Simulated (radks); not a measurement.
Task: The mean radii <r> (bohr) of the occupied orbitals of an atom or ion are listed with their occupations. All-electron calculation, non-relativistic Kohn-Sham, HCTH/407, spin-polarised, spherical densities, point nucleus. Program: a radial shooting solver on a logarithmic mesh with Libxc functionals.

| orbital | occ. | <r> |
|---|---|---|
| 1s up | 1 | 0.3287 |
| 1s down | 1 | 0.3283 |
| 2s up | 1 | 1.916 |
| 2s down | 1 | 2.023 |
| 2p up | 1 | 2.219 |

Name the element and its charge. Open shells, if any, are filled with parallel spins first.

Result: Z = 5, boron, charge 0: B in [He] 2s2 2p1. The 1s radius gives Z: for a bare nucleus <r> = 1.5/Z, 0.3 bohr for Z = 5, and screening makes it slightly larger (0.3287 here). The occupations add up to 5, and the charge is Z minus that.
